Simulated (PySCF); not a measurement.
**Trend along group 14: MBr cations**

CCSD(T) with triple-zeta basis sets in PySCF, for the lowest determinant that a PBE0 search found; no spin–orbit coupling. De refers to high-spin ground-configuration atoms (the charge goes to the atom of lower measured ionisation energy or higher electron affinity, which is not always the lowest computed limit).

```
 M               basis  reference, frozen orbitals  charged atom  state (unpaired electrons)  Re (Å)  ωe (cm⁻¹)  De (eV)
 C  cc-pVTZ/cc-pVTZ-PP                      RHF, 5            C+      singlet (closed shell)   1.704        966     6.03
Si         def2-TZVPPD                     RHF, 14           Si+      singlet (closed shell)   2.111        536     4.62
Ge         def2-TZVPPD                     RHF, 18           Ge+      singlet (closed shell)   2.205        375     4.22
Sn         def2-TZVPPD                     RHF, 13           Sn+      singlet (closed shell)   2.401        303     3.76
```

The shortest bond is that of CBr⁺ (1.704 Å), the longest that of SnBr⁺ (2.401 Å). CBr⁺ is bound most strongly (6.03 eV) and SnBr⁺ least (3.76 eV).

The rows differ in basis set, which adds steps of its own.

Down a group the atoms grow and get heavier, so bonds lengthen and wavenumbers fall; this series shows no clear exception.

Correlated steps freeze the inner cores (5 to 18 orbitals); shallow outer-core shells are correlated. Spin–orbit coupling is left out, which matters for elements this heavy, above all for dissociation energies. For an ion De counts to the pair picked by the measured ionisation energies or electron affinities, which need not be the lowest pair at this level. Where the molecule has an RHF reference, its open-shell atoms are computed with UHF. The CCSD T1 diagnostic is raised in CBr⁺, a sign that a single reference may not be enough there.
